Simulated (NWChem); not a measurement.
System: AlHF₂; SMILES [F][AlH][F]

NWChem input:

```
start job
memory heap 200 mb stack 900 mb global 1100 mb
geometry units angstroms noautoz
  Al     0.000000     0.000000    -0.414903
  H      0.000000     0.000000    -1.977522
  F     -1.414331     0.000000     0.443886
  F      1.414331     0.000000     0.443886
end
basis spherical
  * library def2-qzvp
end
dft
  xc xpbe96 cpbe96
  iterations 150
  semidirect filesize 400000000
  mulliken
end
task dft energy
```

Parts of the log:

```
             Northwest Computational Chemistry Package (NWChem) 7.3.0
             --------------------------------------------------------

 C2V symmetry detected

                             Geometry "geometry" -> ""
                             -------------------------

 Output coordinates in angstroms (scale by  1.889725989 to convert to a.u.)

  No.       Tag          Charge          X              Y              Z
 ---- ---------------- ---------- -------------- -------------- --------------
    1 Al                  13.0000     0.00000000     0.00000000    -0.43423697
    2 H                    1.0000     0.00000000     0.00000000    -1.99685597
    3 F                    9.0000    -1.41433100     0.00000000     0.42455203
    4 F                    9.0000     1.41433100     0.00000000     0.42455203

 Effective nuclear repulsion energy (a.u.)      97.7886735116

      Symmetry information
      --------------------

 Group name             C2v
 Group number             16
 Group order               4
 No. of unique centers     3

  pbe96 is a nonlocal functional; adding pw91lda local functional.

                                 NWChem DFT Module
                                 -----------------

 Summary of "ao basis" -> "ao basis" (spherical)
 ------------------------------------------------------------------------------
       Tag                 Description            Shells   Functions and Types
 ---------------- ------------------------------  ------  ---------------------
 Al                        def2-qzvp                22       70   9s6p4d2f1g
 H                         def2-qzvp                10       30   4s3p2d1f
 F                         def2-qzvp                17       57   7s4p3d2f1g

      Symmetry analysis of basis
      --------------------------

        a1         80
        a2         31
        b1         60
        b2         43

            General Information
            -------------------
          SCF calculation type: DFT
          Wavefunction type:  closed shell.
          No. of atoms     :     4
          No. of electrons :    32
           Alpha electrons :    16
            Beta electrons :    16
          Charge           :     0
          Spin multiplicity:     1
          Use of symmetry is: on ; symmetry adaption is: on
          Maximum number of iterations: 150
          AO basis - number of functions:   214
                     number of shells:    66
          Convergence on energy requested:  1.00D-06
          Convergence on density requested:  1.00D-05
          Convergence on gradient requested:  5.00D-04

              XC Information
              --------------
          PerdewBurkeErnzerhof Exchange Functional  1.000
            Perdew 1991 LDA Correlation Functional  1.000 local
           PerdewBurkeErnz. Correlation Functional  1.000 non-local

             Grid Information
             ----------------
          Grid used for XC integration:  medium
          Radial quadrature: Mura-Knowles
          Angular quadrature: Lebedev.
          Tag              B.-S. Rad. Rad. Pts. Rad. Cut. Ang. Pts.
          ---              ---------- --------- --------- ---------
          Al                  1.25       88           9.0       590
          H                   0.35       45          10.0       434
          F                   0.50       49          10.0       434
          Grid pruning is: on
          Number of quadrature shells:   182
          Spatial weights used:  Erf1

      Superposition of Atomic Density Guess
      -------------------------------------

 Sum of atomic energies:        -441.22452377

      Non-variational initial energy
      ------------------------------

 Total energy =    -441.299453
 1-e energy   =    -809.736807
 2-e energy   =     270.648680
 HOMO         =      -0.469085
 LUMO         =      -0.023979

      Symmetry analysis of molecular orbitals - initial
      -------------------------------------------------

  Numbering of irreducible representations:

     1 a1          2 a2          3 b1          4 b2

  Orbital symmetries:

     1 a1          2 a1          3 b1          4 a1          5 b1
     6 a1          7 b2          8 a1          9 b1         10 a1
    11 b1         12 a1         13 b2         14 a2         15 b1
    16 a1         17 a1         18 b2         19 b1         20 a1
    21 a1         22 b2         23 b1         24 b2         25 a1
    26 a2

------------------------------------------------------------
EAF file 0: "./job.aoints.0" size=279969792 bytes
------------------------------------------------------------
               write      read    awrite     aread      wait
               -----      ----    ------     -----      ----
     calls:      534         0         0         0         0
   data(b): 2.80e+08  0.00e+00  0.00e+00  0.00e+00
   time(s): 0.00e+00  0.00e+00  0.00e+00  0.00e+00  0.00e+00
rate(mb/s): 0.00e+00  0.00e+00
------------------------------------------------------------

     ---------------------------------------------
      Total Density - Mulliken Population Analysis
     ---------------------------------------------

    Atom       Charge   Shell Charges
 -----------   ------   -------------------------------------------------------
    1 Al  13    11.69   1.71  0.01  0.24  0.40  1.06  0.54  0.33  0.45  0.14  5.40 -0.00  0.60  0.36  0.16  0.02  0.00  0.10  0.07  0.02  0.01  0.05  0.02
    2 H    1     1.04   0.09  0.29  0.48  0.17  0.00  0.00  0.00  0.00  0.00  0.00
    3 F    9     9.63   1.16  0.01  0.63  0.17  0.54  1.05  0.36  1.65  1.99  1.66  0.41  0.00  0.00  0.00 -0.00  0.00  0.00
    4 F    9     9.63   1.16  0.01  0.63  0.17  0.54  1.05  0.36  1.65  1.99  1.66  0.41  0.00  0.00  0.00 -0.00  0.00  0.00

   convergence    iter        energy       DeltaE   RMS-Dens  Diis-err
 ---------------- ----- ----------------- --------- --------- ---------
 d= 0,ls=0.0,diis     1   -442.5257941575 -5.40D+02  4.79D-03  3.56D+00
 d= 0,ls=0.0,diis     2   -442.0274499948  4.98D-01  3.87D-03  7.56D+00
 d= 0,ls=0.0,diis     3   -442.5944491547 -5.67D-01  7.76D-04  8.62D-01
 d= 0,ls=0.0,diis     4   -442.6529332748 -5.85D-02  2.48D-04  1.06D-02

 !! scf_movecs_sym_adapt:    2 vectors were symmetry contaminated

  Symmetry fudging
 d= 0,ls=0.0,diis     5   -442.6542637926 -1.33D-03  5.17D-05  4.50D-04
  Resetting Diis
 d= 0,ls=0.0,diis     6   -442.6543203615 -5.66D-05  1.04D-05  3.46D-05
 d= 0,ls=0.0,diis     7   -442.6543233152 -2.95D-06  4.99D-06  8.11D-07
 d= 0,ls=0.0,diis     8   -442.6543232078  1.07D-07  2.15D-06  2.54D-06

         Total DFT energy =     -442.654323207837
      One electron energy =     -812.099371251728
           Coulomb energy =      311.361480858666
    Exchange-Corr. energy =      -39.705106326381
 Nuclear repulsion energy =       97.788673511606

 Numeric. integr. density =       32.000000937555

                  Occupations of the irreducible representations
                  ----------------------------------------------

                     irrep           alpha         beta
                     --------     --------     --------
                     a1                8.0          8.0
                     a2                1.0          1.0
                     b1                5.0          5.0
                     b2                2.0          2.0

                       DFT Final Molecular Orbital Analysis
                       ------------------------------------

 Vector   14  Occ=2.000000D+00  E=-3.580289D-01  Symmetry=a2
              MO Center= -3.1D-12, -9.0D-15,  4.0D-01, r^2= 2.5D+00
   Bfn.  Coefficient  Atom+Function         Bfn.  Coefficient  Atom+Function
  ----- ------------  ---------------      ----- ------------  ---------------
   109      0.266624  3 F  py               166     -0.266624  4 F  py
   112      0.236673  3 F  py               169     -0.236673  4 F  py
   115      0.226140  3 F  py               172     -0.226140  4 F  py
   118      0.108345  3 F  py               175     -0.108345  4 F  py
    33     -0.041526  1 Al d -2              38     -0.036005  1 Al d -2

 Vector   15  Occ=2.000000D+00  E=-3.488203D-01  Symmetry=b1
              MO Center=  4.2D-13,  6.3D-15,  3.7D-01, r^2= 2.5D+00
   Bfn.  Coefficient  Atom+Function         Bfn.  Coefficient  Atom+Function
  ----- ------------  ---------------      ----- ------------  ---------------
   110      0.201627  3 F  pz               167     -0.201627  4 F  pz
   108      0.179960  3 F  px               165      0.179960  4 F  px
   113      0.178967  3 F  pz               170     -0.178967  4 F  pz
   116      0.172068  3 F  pz               173     -0.172068  4 F  pz
   111      0.161039  3 F  px               168      0.161039  4 F  px

 Vector   16  Occ=2.000000D+00  E=-3.204018D-01  Symmetry=a1
              MO Center= -6.1D-14,  6.7D-15, -1.2D+00, r^2= 2.3D+00
   Bfn.  Coefficient  Atom+Function         Bfn.  Coefficient  Atom+Function
  ----- ------------  ---------------      ----- ------------  ---------------
    73      0.239946  2 H  s                  8      0.187002  1 Al s
    72      0.181512  2 H  s                 21     -0.172814  1 Al pz
   110      0.141497  3 F  pz               167      0.141497  4 F  pz
   113      0.126224  3 F  pz               170      0.126224  4 F  pz
   116      0.117711  3 F  pz               173      0.117711  4 F  pz

 Vector   17  Occ=0.000000D+00  E=-6.491321D-02  Symmetry=b2
              MO Center=  5.1D-16, -9.7D-14, -7.6D-01, r^2= 4.2D+00
   Bfn.  Coefficient  Atom+Function         Bfn.  Coefficient  Atom+Function
  ----- ------------  ---------------      ----- ------------  ---------------
    23      0.488455  1 Al py                26      0.362997  1 Al py
    20      0.297756  1 Al py                11     -0.174865  1 Al py
    44     -0.131060  1 Al d -1             109     -0.096136  3 F  py
   166     -0.096136  4 F  py               112     -0.088761  3 F  py
   169     -0.088761  4 F  py               118     -0.082545  3 F  py

 Vector   18  Occ=0.000000D+00  E=-5.803115D-02  Symmetry=a1
              MO Center=  4.2D-16,  9.6D-14, -2.9D-01, r^2= 4.5D+00
   Bfn.  Coefficient  Atom+Function         Bfn.  Coefficient  Atom+Function
  ----- ------------  ---------------      ----- ------------  ---------------
     9      1.048229  1 Al s                 74     -0.492035  2 H  s
     7      0.229715  1 Al s                 73     -0.181356  2 H  s
    27      0.165122  1 Al pz                24     -0.152808  1 Al pz
    42     -0.142348  1 Al d  2             106     -0.129983  3 F  s
   163     -0.129983  4 F  s                  5     -0.122884  1 Al s

 Vector   19  Occ=0.000000D+00  E=-4.627144D-03  Symmetry=b1
              MO Center= -2.9D-14, -3.6D-15, -1.1D+00, r^2= 7.5D+00
   Bfn.  Coefficient  Atom+Function         Bfn.  Coefficient  Atom+Function
  ----- ------------  ---------------      ----- ------------  ---------------
    25      0.871540  1 Al px                46      0.254618  1 Al d  1
    41      0.163677  1 Al d  1             106      0.124447  3 F  s
   163     -0.124447  4 F  s                107     -0.112718  3 F  s
   164      0.112718  4 F  s                117     -0.092135  3 F  px
   174     -0.092135  4 F  px                10     -0.087129  1 Al px

------------------------------------------------------------
EAF file 0: "./job.aoints.0" size=401604608 bytes
------------------------------------------------------------
               write      read    awrite     aread      wait
               -----      ----    ------     -----      ----
     calls:      766         7         0      5355      5355
   data(b): 4.02e+08  3.67e+06  0.00e+00  2.81e+09
   time(s): 0.00e+00  0.00e+00  0.00e+00  0.00e+00  0.00e+00
rate(mb/s): 0.00e+00  0.00e+00
------------------------------------------------------------

     ---------------------------------------------
      Total Density - Mulliken Population Analysis
     ---------------------------------------------

    Atom       Charge   Shell Charges
 -----------   ------   -------------------------------------------------------
    1 Al  13    12.12   1.72 -0.01  0.25  0.40  1.02  0.57  0.39  0.32  0.08  5.43 -0.15  0.75  0.57  0.23  0.03  0.01  0.16  0.14  0.09  0.03  0.06  0.02
    2 H    1     1.10   0.11  0.32  0.50  0.16  0.00  0.00  0.01  0.00  0.00  0.00
    3 F    9     9.39   1.16  0.00  0.63  0.19  0.53  1.00  0.41  1.57  1.77  1.58  0.54  0.00  0.00  0.01 -0.00  0.00  0.00
    4 F    9     9.39   1.16  0.00  0.63  0.19  0.53  1.00  0.41  1.57  1.77  1.58  0.54  0.00  0.00  0.01 -0.00  0.00  0.00

     -------------------------------------------
      Total Density - Lowdin Population Analysis
     -------------------------------------------

    Atom       Charge   Shell Charges
 -----------   ------   -------------------------------------------------------
    1 Al  13    13.42   1.05  0.66  0.30  0.47  0.80  0.62  0.27  0.27  0.18  4.32  1.07  0.61  0.57  0.43  0.10  0.01  0.21  0.45  0.26  0.35  0.18  0.24
    2 H    1     1.13   0.12  0.31  0.40  0.25  0.00  0.01  0.04  0.00  0.01  0.00
    3 F    9     8.73   0.67  0.56  0.51  0.30  0.47  0.65  0.36  1.45  1.81  1.36  0.58  0.00  0.00  0.01  0.00  0.00  0.00
    4 F    9     8.73   0.67  0.56  0.51  0.30  0.47  0.65  0.36  1.45  1.81  1.36  0.58  0.00  0.00  0.01  0.00  0.00  0.00

     Multipole analysis of the density
     ---------------------------------

     L   x y z        total         alpha         beta         nuclear
     -   - - -        -----         -----         ----         -------
     0   0 0 0      0.000000    -16.000000    -16.000000     32.000000

     1   1 0 0      0.000000      0.000000      0.000000      0.000000
     1   0 1 0     -0.000000     -0.000000     -0.000000      0.000000
     1   0 0 1     -0.561603     -0.280802     -0.280802      0.000000

     2   2 0 0    -20.626146    -74.602907    -74.602907    128.579667
     2   1 1 0      0.000000      0.000000      0.000000      0.000000
     2   1 0 1     -0.000000     -0.000000     -0.000000      0.000000
     2   0 2 0    -13.786672     -6.893336     -6.893336      0.000000
     2   0 1 1     -0.000000     -0.000000     -0.000000      0.000000
     2   0 0 2    -17.641834    -26.110468    -26.110468     34.579102
```

Level: PBE/def2-QZVP. Coordinates come from a PBE0/def2-SVP optimisation.
